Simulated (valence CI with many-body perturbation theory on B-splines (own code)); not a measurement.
# P⁹⁺: key properties

Method: configuration interaction combined with many-body perturbation theory (CI+MBPT): four valence electrons over a frozen Dirac-Fock core [He], radial functions for each j: 11 s, 11 p, 9 d, 7 f, 5 g, 2 h, 1 i, with the one-electron correlation potential Σ1, the two-electron term Σ2, the three-electron term Σ3, Breit, model QED; selected CI, second order for the rest, scaled by the run's own slope (own B-spline code, finite nucleus).

No measured spectrum was set against this ion. As an estimate, levels of excited configurations hold to 0.05 to 0.15 % of their energy, terms of the ground configuration to about 0.5 %.

Rates and lifetimes use the calculated energies. Strong lines usually hold to 10 to 20 %, long lifetimes can be off by a factor of two.

(1) What is the ground level?

(2) Among levels below 288.78 eV, which E1 lines absorb most strongly from the ground level?

(3) How well does LS coupling describe the low levels?

(4) Name the longest-lived excited levels whose lifetime is computed, and their main decay.

(5) What is the ionisation energy?

Results:

(1) 2s2 2p2 3P_0, composition 98 % 2s2 2p2 3P.

(2) to 2s2 2p 3d 3D°_1 at 4.624 nm, f = 1.08; to 2s 2p2 3p 3D°_1 at 4.432 nm, f = 0.183; to 2s 2p3 3S°_1 at 20.37 nm, f = 0.0831.

(3) Among the lowest 20 levels the leading LS term, summed over configurations, holds 100 % on average. For single configurations the figures are 98 % in LS and 69 % in jj coupling. Terms hardly mix: every one of these levels is at least 95 % one term.

(4) 2s2 2p2 3P_1 at 0.46 eV lives 1.12 s, mostly by M1 to 2s2 2p2 3P_0; 2s2 2p2 3P_2 at 1.12 eV lives 487 ms, mostly by M1 to 2s2 2p2 3P_1; 2s2 2p2 1D_2 at 7.41 eV lives 17.7 ms, mostly by M1 to 2s2 2p2 3P_2.

(5) 424.56 eV; NIST lists 424.4 ± 0.09 eV (semi-empirical).
